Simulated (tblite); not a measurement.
C7H10SSi.
Numbering: `[CH3:1][C:2]([S:3][SiH3:4])=[C:5]1[CH:6]=[CH:7][CH:8]=[CH:9]1` (hydrogens: H10, H11, H12 on C1; H13, H14, H15 on Si4; H16 on C6; H17 on C7; H18 on C8; H19 on C9)

Geometry (GFN2-xTB, Å), atoms numbered from 1 in this order:
```
atom  x, y, z in Å
C1     0.2522   -2.2786   -1.0562
C2     0.4827   -1.0730   -0.2074
S3     2.1786   -0.8689    0.2281
Si4    2.6136    1.2277   -0.0937
C5    -0.4986   -0.2318    0.1894
C6    -1.8837   -0.2678   -0.2590
C7    -2.5504    0.7335    0.3513
C8    -1.6447    1.4299    1.2355
C9    -0.4211    0.8700    1.1338
H10    0.4326   -2.0301   -2.1034
H11   -0.7633   -2.6503   -0.9536
H12    0.9553   -3.0619   -0.7792
H13    3.8813    1.1736   -0.8097
H14    1.5207    1.7503   -0.8941
H15    2.7713    1.8812    1.1986
H16   -2.2751   -0.9551   -0.9847
H17   -3.5874    0.9866    0.2230
H18   -1.9268    2.2518    1.8689
H19    0.4529    1.1224    1.7052
```

Calculated harmonic vibrations of the isolated species, GFN2-xTB (tblite), most abundant isotopes, no scaling. Against measured fundamentals such values can be off by several per cent, at times by over 20. Modes of hydrogen on silicon can be 10 to 20 % off. One conformer, not necessarily the lowest.

Harmonic wavenumbers (cm⁻¹): 53.7, 77.5, 84.7, 133.1, 167.2, 172.4, 190.8, 306.3, 397.4, 423.4, 486.6, 534.6, 539.4, 544.3, 564.4, 605.1, 739.0, 748.1, 768.3, 777.4, 785.0, 791.8, 806.3, 853.6, 854.7, 920.0, 1008.6, 1040.6, 1081.6, 1092.5, 1113.3, 1143.7, 1183.4, 1278.0, 1337.6, 1388.8, 1457.6, 1464.0, 1509.5, 1588.0, 1618.7, 2315.0, 2328.4, 2364.1, 2983.9, 3031.6, 3048.3, 3122.0, 3128.8, 3138.8, 3148.9.

A = 1808, B = 896.2, C = 651.1 MHz; mass 154.027 u (most abundant isotopes); point group C1, symmetry number 1.

Problem. What is the zero-point energy?

Solution. ½Σν̃ = 30620 cm⁻¹ = 87.55 kcal/mol.

Problem. Entropy at 400 K, 1 bar (ideal gas, RRHO, classical rotation)?

Solution. Translation 42.49, rotation 30.98, vibration 43.21: S = 116.7 cal/(mol K).

Problem. And Cp and H(400 K) − H(0)?

Solution. Cp = 52.70 cal/(mol K), of which vibrations give 44.75 (their classical limit is 51 R = 101.3); H(400 K) − H(0) = 12.25 kcal/mol without the zero-point energy, 9.07 from vibrations.

Problem. Which modes carry the vibrational entropy at 400 K?

Solution. 53.7 cm⁻¹: 5.26; 77.5 cm⁻¹: 4.53; 84.7 cm⁻¹: 4.36; 133.1 cm⁻¹: 3.47; 167.2 cm⁻¹: 3.03; 172.4 cm⁻¹: 2.97 cal/(mol K); the other 45 give 19.60 together.

Problem. Blend soft modes into free rotors: weight 1/[1 + (100 cm⁻¹/ν̃)⁴] for the oscillator and the rest for a rotor with moment μB/(μ + B), μ = h/(8π²ν), B = 10⁻⁴⁴ kg m². What vibrational entropy results?

Solution. 40.08 cal/(mol K) in place of 43.21, which changes −T·S at 400 K by +1.26 kcal/mol.

Problem. What must be added to the electronic energy to get the Gibbs energy at 400 K and 1 bar?

Solution. ZPE + [H(400 K) − H(0)] − T·S = 87.55 + 12.25 − 46.67 = 53.13 kcal/mol.

Hindered rotation and anharmonicity are outside this model. Other conformers, if any are populated, would add a mixing term that is left out. The structure is chiral; the term R ln 2 for an equal mix with its mirror image is left out.
